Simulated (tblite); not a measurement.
C₆H₁₁F₃.
SMILES with atom numbers: `[CH3:1][CH2:2][C@@:3]([CH3:4])([CH2:5][F:6])[CH:7]([F:8])[F:9]` (hydrogens: H10, H11, H12 on C1; H13, H14 on C2; H15, H16, H17 on C4; H18, H19 on C5; H20 on C7)

Computed with GFN2-xTB (tblite), gas phase: L-BFGS steps from a force-field or distance-geometry start until the largest atomic force falls under 0.01 eV/Å.

Step 5: E = -889.0548 eV
```
atom  x, y, z in Å  |  force x, y, z in eV/Å
C1      2.1718   -0.1354   -0.1115   -0.004   0.012   0.022
C2      0.8317   -0.7564   -0.4839   -0.041  -0.022   0.007
C3     -0.4050    0.0098    0.0303   -0.087  -0.018  -0.095
C4     -0.4574    0.0718    1.5588    0.011   0.014  -0.053
C5     -0.4800    1.4302   -0.5466    0.025  -0.014   0.008
F6     -0.4325    1.3956   -1.9197    0.018   0.019   0.028
C7     -1.6535   -0.7321   -0.4811   -0.075  -0.050   0.020
F8     -2.7921   -0.1259   -0.0581    0.004   0.018   0.041
F9     -1.7131   -1.9947    0.0045    0.040  -0.027   0.018
H10     2.2816    0.8585   -0.5346   -0.012   0.026  -0.011
H11     2.9724   -0.7527   -0.5075    0.029  -0.036  -0.018
H12     2.2954   -0.0778    0.9650    0.005   0.018   0.049
H13     0.7893   -1.7718   -0.0839   -0.024   0.008   0.010
H14     0.7748   -0.8318   -1.5724   -0.056   0.052   0.001
H15    -0.3876   -0.9315    1.9730    0.014   0.024  -0.012
H16    -1.3935    0.5168    1.8902    0.009  -0.006  -0.027
H17     0.3621    0.6738    1.9376    0.019   0.002   0.043
H18    -1.4220    1.9196   -0.2750    0.030  -0.042  -0.002
H19     0.3620    2.0397   -0.2104    0.013   0.001  -0.010
H20    -1.7097   -0.7949   -1.5777    0.082   0.022  -0.018
```

Step 6: E = -889.0560 eV
```
atom  x, y, z in Å  |  force x, y, z in eV/Å
C1      2.1716   -0.1350   -0.1109   -0.009   0.002   0.017
C2      0.8302   -0.7560   -0.4828   -0.004  -0.027  -0.006
C3     -0.4060    0.0096    0.0289   -0.046  -0.015  -0.026
C4     -0.4562    0.0719    1.5574    0.001   0.018  -0.013
C5     -0.4789    1.4298   -0.5467    0.016  -0.009  -0.002
F6     -0.4314    1.3985   -1.9195    0.016   0.006   0.005
C7     -1.6541   -0.7332   -0.4801   -0.054  -0.043   0.016
F8     -2.7920   -0.1273   -0.0575   -0.019   0.026   0.047
F9     -1.7136   -1.9961    0.0047    0.044  -0.021   0.017
H10     2.2812    0.8591   -0.5351   -0.012   0.004   0.001
H11     2.9724   -0.7533   -0.5077    0.004  -0.019  -0.004
H12     2.2953   -0.0772    0.9664    0.005   0.017   0.021
H13     0.7872   -1.7718   -0.0831   -0.018   0.015   0.002
H14     0.7712   -0.8285   -1.5709   -0.037   0.032  -0.018
H15    -0.3869   -0.9325    1.9719    0.011   0.060  -0.024
H16    -1.3939    0.5170    1.8869    0.033  -0.014  -0.016
H17     0.3637    0.6745    1.9382   -0.019  -0.024   0.019
H18    -1.4218    1.9162   -0.2754    0.024  -0.015   0.008
H19     0.3640    2.0388   -0.2118    0.000  -0.001   0.007
H20    -1.7071   -0.7938   -1.5759    0.062   0.008  -0.050
```

Task: Estimate the geometry and energy of step 7. (The exact step hangs on the optimiser's Hessian estimate; all steps are aligned on step 6, rigid shifts and turns removed.)

Result: E = -889.0567 eV, largest force 0.064 eV/Å
```
atom  x, y, z in Å  |  force x, y, z in eV/Å
C1      2.1714   -0.1349   -0.1103   -0.011  -0.006   0.008
C2      0.8291   -0.7561   -0.4824    0.013  -0.013  -0.012
C3     -0.4074    0.0091    0.0276    0.000  -0.008   0.022
C4     -0.4556    0.0724    1.5561   -0.004   0.016   0.005
C5     -0.4780    1.4293   -0.5468    0.007  -0.007  -0.008
F6     -0.4305    1.4001   -1.9193    0.015  -0.001  -0.014
C7     -1.6555   -0.7345   -0.4795   -0.018  -0.019   0.005
F8     -2.7923   -0.1275   -0.0562   -0.024   0.011   0.037
F9     -1.7129   -1.9974    0.0052    0.032  -0.013   0.011
H10     2.2808    0.8596   -0.5353   -0.012  -0.014   0.010
H11     2.9724   -0.7539   -0.5079   -0.018  -0.001   0.010
H12     2.2953   -0.0766    0.9676    0.003   0.013  -0.003
H13     0.7856   -1.7716   -0.0826   -0.014   0.010  -0.005
H14     0.7685   -0.8261   -1.5704   -0.021   0.017  -0.024
H15    -0.3862   -0.9320    1.9709    0.009   0.058  -0.025
H16    -1.3935    0.5168    1.8848    0.030  -0.010  -0.006
H17     0.3643    0.6745    1.9390   -0.031  -0.028   0.000
H18    -1.4212    1.9141   -0.2754    0.015   0.004   0.013
H19     0.3651    2.0383   -0.2124   -0.005  -0.007   0.017
H20    -1.7044   -0.7931   -1.5758    0.035  -0.004  -0.042
```

The energy changes by -0.0007 eV. The first-order estimate −F·Δx gives -0.0010 eV and the mean of the old and new forces, exact on a quadratic surface, -0.0007 eV. The step makes an angle of 45° with the force vector and moves no atom by more than 0.004 Å.

What follows is the cost of the whole relaxation. Hardware: one thread, Arm Neoverse V2 (aarch64), no GPU, shared host. Cost: 0.15 s wall.
